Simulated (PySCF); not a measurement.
HO4S, charge -1, singlet, at a GFN2-xTB geometry; CCSD/STO-3G in PySCF.

Here is a job for PySCF.
```python
from pyscf import gto, scf, cc

mol = gto.M(
    atom='''
O     1.389920   -0.281761   -0.581483
S    -0.134456    0.024009    0.020263
O     0.121200   -0.014390    1.458586
O    -0.970632   -1.053488   -0.469618
O    -0.493940    1.335434   -0.483789
H     1.778901   -0.270498    0.286219
''',
    basis='sto-3g',
    charge=-1,
    spin=0,
    verbose=4,
)

mf = scf.RHF(mol)
mf.kernel()

mycc = cc.CCSD(mf, frozen=8)
mycc.kernel()
print('E(CCSD) = %.10f' % mycc.e_tot)
mf.analyze()
```

What the program printed (banner, timings and long lists left out):

```
PySCF version 2.14.0

[INPUT] verbose = 4
[INPUT] num. atoms = 6
[INPUT] num. electrons = 50
[INPUT] charge = -1
[INPUT] spin (= nelec alpha-beta = 2S) = 0
[INPUT] symmetry False subgroup None
[INPUT] Mole.unit = angstrom
[INPUT] Symbol           X                Y                Z      unit          X                Y                Z       unit  Magmom
[...]
nuclear repulsion = 277.038613388608
number of shells = 18
number of NR pGTOs = 90
number of NR cGTOs = 30
basis = sto-3g
ecp = {}

******** <class 'pyscf.scf.hf.RHF'> ********
method = RHF
initial guess = minao
damping factor = 0
level_shift factor = 0
DIIS = <class 'pyscf.scf.diis.CDIIS'>
diis_start_cycle = 1
diis_space = 8
diis_damp = 0
SCF conv_tol = 1e-09
SCF conv_tol_grad = None
SCF max_cycles = 50
direct_scf = True
direct_scf_tol = 1e-13
Set gradient conv threshold to 3.16228e-05
Initial guess from minao.
init E= -690.517145641372
[...]
cycle= 1 E= -688.23155237489  delta_E= 2.29  |g|= 0.898  |ddm|= 3.84
[...]
cycle= 2 E= -688.512441045115  delta_E= -0.281  |g|= 0.214  |ddm|= 1.78
[...]
cycle= 3 E= -688.529313348895  delta_E= -0.0169  |g|= 0.0536  |ddm|= 0.355
[...]
cycle= 4 E= -688.531393503091  delta_E= -0.00208  |g|= 0.0179  |ddm|= 0.156
[...]
cycle= 5 E= -688.531653616222  delta_E= -0.00026  |g|= 0.00343  |ddm|= 0.0631
[...]
cycle= 6 E= -688.531662889007  delta_E= -9.27e-06  |g|= 0.000581  |ddm|= 0.0122
[...]
cycle= 7 E= -688.531663164698  delta_E= -2.76e-07  |g|= 0.000133  |ddm|= 0.00196
[...]
cycle= 8 E= -688.531663179549  delta_E= -1.49e-08  |g|= 4.36e-05  |ddm|= 0.000448
[...]
cycle= 9 E= -688.53166318099  delta_E= -1.44e-09  |g|= 1.43e-05  |ddm|= 0.000135
[...]
cycle= 10 E= -688.531663181208  delta_E= -2.18e-10  |g|= 4.5e-06  |ddm|= 5.93e-05
[...]
Extra cycle  E= -688.531663181223  delta_E= -1.52e-11  |g|= 2.36e-06  |ddm|= 1.09e-05
converged SCF energy = -688.531663181223

******** <class 'pyscf.cc.ccsd.CCSD'> ********
CC2 = 0
CCSD nocc = 17, nmo = 22
frozen orbitals 8
max_cycle = 50
direct = 0
conv_tol = 1e-07
conv_tol_normt = 1e-05
diis_space = 6
diis_start_cycle = 0
diis_start_energy_diff = 1e+09
Init t2, MP2 energy = -688.697083857324  E_corr(MP2) -0.165420676101452
Init E_corr(CCSD) = -0.165420676104592
cycle = 1  E_corr(CCSD) = -0.177585509019764  dE = -0.0121648329  norm(t1,t2) = 0.0803548
cycle = 2  E_corr(CCSD) = -0.19108658901877  dE = -0.01350108  norm(t1,t2) = 0.0274775
cycle = 3  E_corr(CCSD) = -0.191825288301061  dE = -0.000738699282  norm(t1,t2) = 0.0161632
cycle = 4  E_corr(CCSD) = -0.195346595322812  dE = -0.00352130702  norm(t1,t2) = 0.0075711
cycle = 5  E_corr(CCSD) = -0.195205741399338  dE = 0.000140853923  norm(t1,t2) = 0.00115714
cycle = 6  E_corr(CCSD) = -0.195185460561206  dE = 2.02808381e-05  norm(t1,t2) = 0.000395255
cycle = 7  E_corr(CCSD) = -0.195200946387183  dE = -1.5485826e-05  norm(t1,t2) = 0.000112759
cycle = 8  E_corr(CCSD) = -0.195199468966874  dE = 1.47742031e-06  norm(t1,t2) = 3.52022e-05
cycle = 9  E_corr(CCSD) = -0.19520001616922  dE = -5.47202346e-07  norm(t1,t2) = 1.55779e-05
cycle = 10  E_corr(CCSD) = -0.195199522000812  dE = 4.94168408e-07  norm(t1,t2) = 5.9098e-06
cycle = 11  E_corr(CCSD) = -0.195199727164545  dE = -2.05163733e-07  norm(t1,t2) = 1.75358e-06
cycle = 12  E_corr(CCSD) = -0.195199724644828  dE = 2.51971657e-09  norm(t1,t2) = 6.89287e-07
CCSD converged
E(CCSD) = -688.7268629058676  E_corr = -0.1951997246448285
E(CCSD) = -688.7268629059
**** SCF Summaries ****
Total Energy =                        -688.531663181222825
Nuclear Repulsion Energy =             277.038613388608269
One-electron Energy =                -1521.594389278767721
Two-electron Energy =                  556.024112708936627
Two-electron Coulomb Energy =          615.881514195976365
DFT Exchange-Correlation Energy =      -59.857401487039738
HOMO-LUMO gap [eV] =                    18.276555522865323
**** MO energy ****
[...]
 ** Mulliken pop on meta-lowdin orthogonal AOs  **
 ** Mulliken pop  **
[...]
 ** Mulliken atomic charges  **
charge of    0O =     -0.42873
charge of    1S =      1.45133
charge of    2O =     -0.71350
charge of    3O =     -0.70173
charge of    4O =     -0.70298
charge of    5H =      0.09561

WARN: System has nonzero charge -1; the dipole moment is origin-dependent.
Location of origin: [0. 0. 0.]

Dipole moment(X, Y, Z, Debye):  1.87555, -0.28995,  0.28066
```
